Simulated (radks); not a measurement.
Results of a calculation; reference values are marked as such.
Se, configuration [Ar] 3d10 4s2 4p4 (the NIST ground configuration).

Level of theory: scalar-relativistic Kohn-Sham, BLYP, spin-unpolarised, spherical densities, point nucleus (a radial shooting solver on a logarithmic mesh with Libxc functionals).

Energy parts (eV):
total: -66134.275
kinetic: 67488.816
electron-nucleus: -159421.575
Hartree: 28199.238
exchange-correlation: -2400.754

Orbitals (lengths in bohr, moments of r in powers of bohr; <r^-3> diverges for s and p1/2):
\begin{tabular}{lrrrrr}
orbital & occ. & eigenvalue (eV) & <r^2> & <r^4> & <r^-3> \\ \hline
1s & 2 & -12508.14 & 0.002616 & 0.00001763 & - \\
2s & 2 & -1607.442 & 0.04528 & 0.003547 & - \\
2p & 6 & -1414.117 & 0.03585 & 0.002579 & 1228 \\
3s & 2 & -213.1520 & 0.3798 & 0.2305 & - \\
3p & 6 & -152.7333 & 0.4082 & 0.2852 & 174.2 \\
3d & 10 & -53.0004 & 0.4986 & 0.5621 & 19.96 \\
4s & 2 & -17.1937 & 3.689 & 22.53 & - \\
4p & 4 & -6.3688 & 6.348 & 76.10 & 11.29 \\
\end{tabular}

The highest occupied level is 4p at -6.369 eV. Summed over all electrons, <r^2> = 41.27 bohr^2, which gives a Langevin (diamagnetic) susceptibility term of -32.7 x 10^-6 cm^3/mol. The density falls to 0.001 e/bohr^3 at r = 4.30 bohr. For comparison, the ionisation energy in NIST's Atomic Spectra Database is 9.752 eV (measured). In exact Kohn-Sham theory the highest level is minus the ionisation energy, but local and semilocal functionals leave it too shallow, through self-interaction and a potential that decays too fast; potentials with the right tail come closer.

Beside tabulated values, note that spin-unpolarised runs miss the spin-polarisation part of the exchange energy of open shells.
